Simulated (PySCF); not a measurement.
Structure with atom numbers: `[OH:1][C@@H:2]1[CH2:3][C@H:4]2[CH2:5][CH2:6][C@@H:7]1[CH2:8]2`. Each H is labelled by its parent atom. Ha(C5), Ha(C6) are cis to C2 on the ring; Ha(C3), Ha(C8) are cis to O1 on the ring; Hb(C5), Hb(C6) are trans to C2 on the ring; Hb(C3), Hb(C8) are trans to O1 on the ring.

Geometry: GFN2-xTB; GIAO absolute shieldings from PySCF 2.14, gas phase, non-relativistic, averaged over equivalent atoms.

At HSE06/ANO-RCC-VDZP (172 basis functions, 4.1 min wall time on 1 thread of an Arm Neoverse N1, shared host):
```json
{"atoms": "O1", "σ (ppm)": "264.4"}
{"atoms": "C2", "σ (ppm)": "111.6"}
{"atoms": "C7", "σ (ppm)": "140.0"}
{"atoms": "C3", "σ (ppm)": "148.0"}
{"atoms": "C4", "σ (ppm)": "151.5"}
{"atoms": "C8", "σ (ppm)": "155.7"}
{"atoms": "C5", "σ (ppm)": "160.0"}
{"atoms": "C6", "σ (ppm)": "164.0"}
{"atoms": "H(C2)", "σ (ppm)": "27.87"}
{"atoms": "H(C4)", "σ (ppm)": "29.56"}
{"atoms": "Ha(C8)", "σ (ppm)": "29.92"}
{"atoms": "H(C7)", "σ (ppm)": "29.92"}
{"atoms": "Hb(C3)", "σ (ppm)": "30.28"}
{"atoms": "Hb(C6)", "σ (ppm)": "30.28"}
{"atoms": "Hb(C5)", "σ (ppm)": "30.30"}
{"atoms": "Ha(C3)", "σ (ppm)": "30.40"}
{"atoms": "Hb(C8)", "σ (ppm)": "30.67"}
{"atoms": "Ha(C6)", "σ (ppm)": "30.79"}
{"atoms": "Ha(C5)", "σ (ppm)": "30.81"}
{"atoms": "H(O1)", "σ (ppm)": "30.94"}
```

Predict the values at mPW1PW91/pcSseg-1 on the same geometry.

Answers


| atoms | σ at mPW1PW91/pcSseg-1 | change |
| --- | --- | --- |
| O1 | 265.7 | +1.3 |
| C2 | 107.0 | -4.6 |
| C7 | 136.4 | -3.6 |
| C3 | 142.6 | -5.4 |
| C4 | 147.4 | -4.1 |
| C8 | 150.2 | -5.5 |
| C5 | 154.9 | -5.1 |
| C6 | 159.0 | -5.0 |
| H(C2) | 27.90 | +0.03 |
| H(C4) | 29.69 | +0.13 |
| Ha(C8) | 30.03 | +0.11 |
| H(C7) | 30.09 | +0.17 |
| Hb(C3) | 30.25 | -0.03 |
| Hb(C6) | 30.27 | -0.01 |
| Hb(C5) | 30.26 | -0.04 |
| Ha(C3) | 30.15 | -0.25 |
| Hb(C8) | 30.82 | +0.15 |
| Ha(C6) | 30.79 | +0.00 |
| Ha(C5) | 30.78 | -0.03 |
| H(O1) | 31.38 | +0.44 |

The largest change is at C8 (sp3 CH2 in a ring). Cost: 196 basis functions, 50 s wall time on 1 thread of an Arm Neoverse N1, shared host. The order of the carbon signals is the same at both levels.
